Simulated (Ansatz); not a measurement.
Correlation energies of CCl3F3Sn, SMILES `F[C](F)(F)[Sn]([Cl])([Cl])[Cl]` by basis set

```json
{"atom": "F1", "x (Å)": "0.4915", "y (Å)": "1.9429", "z (Å)": "-0.6282"}
{"atom": "C2", "x (Å)": "-0.4003", "y (Å)": "1.1502", "z (Å)": "-0.0353"}
{"atom": "F3", "x (Å)": "-0.6153", "y (Å)": "1.6127", "z (Å)": "1.1956"}
{"atom": "F4", "x (Å)": "-1.5437", "y (Å)": "1.2285", "z (Å)": "-0.7151"}
{"atom": "Sn5", "x (Å)": "0.3265", "y (Å)": "-0.9348", "z (Å)": "0.0289"}
{"atom": "Cl6", "x (Å)": "2.2707", "y (Å)": "-1.0437", "z (Å)": "1.2418"}
{"atom": "Cl7", "x (Å)": "-1.2539", "y (Å)": "-2.2735", "z (Å)": "1.0154"}
{"atom": "Cl8", "x (Å)": "0.7247", "y (Å)": "-1.6824", "z (Å)": "-2.1031"}
```

Total charge 0; spin multiplicity 1. Correlated methods include outer-core shells of Sn, which these sets cover unevenly. Sn takes the def2 core potential. The geometry is a stationary point of PBE0-D4/def2-TZVP. Frozen core, restricted reference, the Gaussian-basis code of Ansatz.

```json
{"basis": "def2-SVP", "HF (Eh)": "-1927.45048", "MP2 corr.": "-1.17056", "CCSD corr.": "?", "(T)": "?", "CCSD(T) total": "?"}
{"basis": "def2-TZVPP", "HF (Eh)": "-1928.35898", "MP2 corr.": "?", "CCSD corr.": "-1.80487", "(T)": "-0.06697", "CCSD(T) total": "?"}
{"basis": "def2-QZVPP", "HF (Eh)": "?", "MP2 corr.": "-2.12539", "CCSD corr.": "–", "(T)": "–", "CCSD(T) total": "–"}
```

Q: Fill in the withheld values. (Best estimate.)

A: Computed: def2-SVP CCSD corr.: -1.21641; def2-SVP (T): -0.02711; def2-SVP CCSD(T) total: -1928.69400; def2-TZVPP MP2 corr.: -1.76866; def2-TZVPP CCSD(T) total: -1930.23082; def2-QZVPP HF (Eh): -1928.41449.
